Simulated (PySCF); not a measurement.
MoH6, SMILES [MoH6], multiplicity 1. Atoms are numbered in the order given.

```xyz
7

Mo     0.0000     0.0000     0.0000
H      0.0000    -1.8201     0.0000
H     -1.8201     0.0000     0.0000
H      1.8201     0.0000     0.0000
H      0.0000     0.0000    -1.8201
H      0.0000     0.0000     1.8201
H      0.0000     1.8201     0.0000
```
Charge 0, spin multiplicity 1.

Geometry optimised at PBE-D3(BJ)/def2-TZVPD. The multiplicity is an assumed one; other spin states were not compared. The def2 effective core potentials stand for the cores of Mo; spin–orbit coupling is left out.

Calculation: ωB97X/def2-TZVPD (PySCF).

```json
{
 "total_energy": "-71.38589 hartree",
 "point_group": "Oh",
 "highest_occupied_level": "-11.05 eV",
 "lowest_empty_level": "-5.41 eV",
 "orbital_gap": "5.63 eV",
 "dipole_moment": "0.00 D",
 "quadrupole, principal values (traceless, Buckingham form, about the centre of nuclear charge)": "0.00, 0.00, 0.00 D·Å",
 "mean_static_polarisability": "46.3 bohr³ (6.86 Å³)",
 "polarisability_principal_values": "46.3, 46.3, 46.3 bohr³"
}
```
